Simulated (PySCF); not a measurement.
WS2(OH)2 (singlet state).
Cartesian coordinates in Å at the PBE0-D3(BJ)/def2-SVP level; atoms count from 1:
```xyz
7
H2O2S2W angstrom
W      0.1556    0.0019    0.1112
S      0.2775    0.0146    2.2409
S      2.1550    0.0079   -0.6272
O     -0.7410    1.5235   -0.4839
H     -0.5788    2.4699   -0.4087
O     -0.7224   -1.5381   -0.4662
H     -0.5458   -2.4797   -0.3662
```

The calculation used PySCF, PBE0-D3(BJ)/def2-SVP geometry optimisation, gas phase, def2 core potentials past Kr.

Masses are those of the commonest isotopes; rigid-rotor values at the optimised geometry. The values belong to one conformer.

Task: Give the principal moments of inertia and the rotational constants in MHz.

Result: Ia = 220.63, Ib = 275.17, Ic = 321.18 u·Å²; 505379 MHz·u·Å²/I gives A = 2291, B = 1837, C = 1574 MHz.

Task: Classify the top.

Result: An asymmetric top. Ray's parameter κ = (2B − A − C)/(A − C) = -0.266; −1 is the prolate and +1 the oblate limit.

Task: What does the inertial defect say?

Result: Not planar: Δ = Ic − Ia − Ib = -174.63 u·Å². For a rigid frame Δ = −2 Σ m c², so Σ m c² = 87.31 u·Å² lies off the ab plane: 12.35 from hydrogen and 74.97 from heavier atoms. The atom farthest from that plane is 2.48 Å away.

Task: Give the other two planar moments, Paa and Pbb, and the rms extents of the mass along the axes.

Result: Paa = Σ m a² = (Ib + Ic − Ia)/2 = 187.85 and Pbb = Σ m b² = (Ia + Ic − Ib)/2 = 133.32 u·Å². With the mass M = 281.90 u, the rms extents √(P/M) along a, b and c are 0.82, 0.69, 0.56 Å.

Task: Predict some low-J microwave lines.

Result: The dipole components are |μa| = 0.10 D, |μb| = 1.87 D, |μc| = 0.01 D. Intensities carry the squares of the components, which stand as 0.00 : 1.00 : 0.00 (a : b : c). Some lines, for components of 0.1 D or more:

| type | branch | J(Ka,Kc) | MHz | lower level (cm⁻¹) |
| --- | --- | --- | --- | --- |
| b | Q | 3(2,1) ← 3(1,2) | 1414 | 0.726 |
| b | Q | 2(2,1) ← 2(1,2) | 2151 | 0.348 |
| b | Q | 4(1,3) ← 4(0,4) | 2561 | 1.106 |
| b | Q | 5(1,4) ← 5(0,5) | 3544 | 1.646 |
| b | Q | 5(4,1) ← 5(3,2) | 3634 | 1.907 |
| b | Q | 5(2,4) ← 5(1,5) | 3887 | 1.646 |
| b | Q | 5(4,2) ← 5(3,3) | 4025 | 1.893 |
| b | Q | 5(5,1) ← 5(4,2) | 5097 | 2.027 |
| b | R | 5(3,2) ← 4(4,1) | 13634 | 1.452 |
| b | R | 4(2,2) ← 3(1,3) | 17120 | 0.674 |
| b | R | 4(4,1) ← 3(3,0) | 17742 | 0.860 |
| b | R | 5(3,3) ← 4(2,2) | 19422 | 1.245 |
| b | R | 5(5,0) ← 4(4,1) | 22336 | 1.452 |

Not checked by PBE0-D3(BJ)/def2-SVP frequencies. These are rigid-rotor constants of the computed structure; measured ground-state constants (B0) also hold zero-point vibration.

The run took 65 s on Arm Neoverse V1, one thread, on a shared host. These figures are those of the optimisation.
